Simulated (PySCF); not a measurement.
**Ge³⁺ (germanium, charge +3) across methods**

[Ar] 3d10 4s1, 2S determinant. Computed with PySCF 2.14 in aug-cc-pVQZ-DK (8s7p5d3f2g, 93 functions), with scalar relativity by spin-free X2C-1e. The B2PLYP total includes its PT2 part (frozen core); its orbital energies are those of the SCF part.

```tsv
method	E (hartree)	mean ε 3d α (eV)	mean ε 3d β (eV)	mean ε 4s α (eV)	Σ⟨r²⟩ (bohr²)	⟨S²⟩
PBE0	-2096.345	-67.214	-66.964	-42.189	14.66	0.750
CAM-B3LYP	-2096.728	-68.597	-68.379	-43.934	14.68	0.750
B2PLYP	-2096.193	-71.068	-70.868	-43.290	14.66	0.750
BLYP	-2096.704	-63.348	-63.106	-41.250	14.70	0.750
LDA	-2093.277	-63.816	-63.554	-41.511	14.67	0.750
LC-wPBE	-2096.352	-69.037	-68.778	-45.278	14.68	0.750
PBE	-2096.307	-63.426	-63.143	-41.130	14.70	0.750
r2SCAN	-2096.573	-64.045	-63.752	-41.491	14.64	0.751
```

Question: Estimate the same row for UHF.

Answer: E (hartree) = -2095.04111; mean ε 3d α (eV) = -77.423; mean ε 3d β (eV) = -77.256; mean ε 4s α (eV) = -44.741; Σ⟨r²⟩ (bohr²) = 14.67; ⟨S²⟩ = 0.750.
